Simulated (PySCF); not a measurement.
Bond stretch in SMILES [SiH3]Cl (H3ClSi). The Si1–H5 bond (Si1 also carries Cl, H, H; H5 carries nothing else) is varied alone, starting from the PBE0/def2-TZVP optimised geometry.

UKS-M06-2X/6-31G* = PySCF with unrestricted M06-2X/6-31G*, spherical d; RKS-M06-2X/6-31G* = restricted M06-2X/6-31G*, spherical d (PySCF 2.14.0); RKS-BLYP = restricted BLYP/def2-TZVP in PySCF.

Energies are in mEh, each relative to the lowest point of its own curve near equilibrium.

```tsv
R / Å	UKS-M06-2X/6-31G*	RKS-M06-2X/6-31G*	RKS-BLYP
1.12	80.7	80.7	77.7
1.18	50.3	50.3	48.7
1.27	21.0	21.0	20.7
1.34	8.2	8.2	8.4
1.40	2.3	2.3	2.6
1.42	1.2	1.2	1.5
1.48	0.0	0.0	0.0
1.53	1.0	1.0	0.6
1.57	2.8	2.8	2.0
1.62	6.1	6.1	4.8
1.73	16.3	16.3	13.5
1.82	26.6	26.6	22.4
2.00	49.5	49.5	42.2
2.19	74.2	74.2	63.5
2.44	104.6	104.6	89.3
2.64	123.4	126.4	107.1
2.94	137.2	154.5	129.1
3.28	143.6	180.3	147.8
3.61	146.0	200.0	160.9
3.98	—	217.0	171.1
4.48	—	233.0	179.8
```

At the longest distance, 4.48 Å, RKS-M06-2X/6-31G* lies highest above its minimum (233.0 mEh) and RKS-BLYP lowest (179.8 mEh).

Dashes: no converged value, or the column stops at the first point that the program doubted or that broke a chosen test of continuity, which isn't proof of a fault.

The unrestricted determinant behind UKS-M06-2X/6-31G* is spin-contaminated at 2.64 to 3.61, 4.48 Å (<S²> up to 1.0, against 0.00 for a pure singlet). The restricted form behind RKS-M06-2X/6-31G*, RKS-BLYP keeps the bonding electrons paired and can't separate into open-shell fragments. At the longest distance RKS-BLYP leaves fractional charges on the fragments, a sign of delocalisation error or of the restricted form.
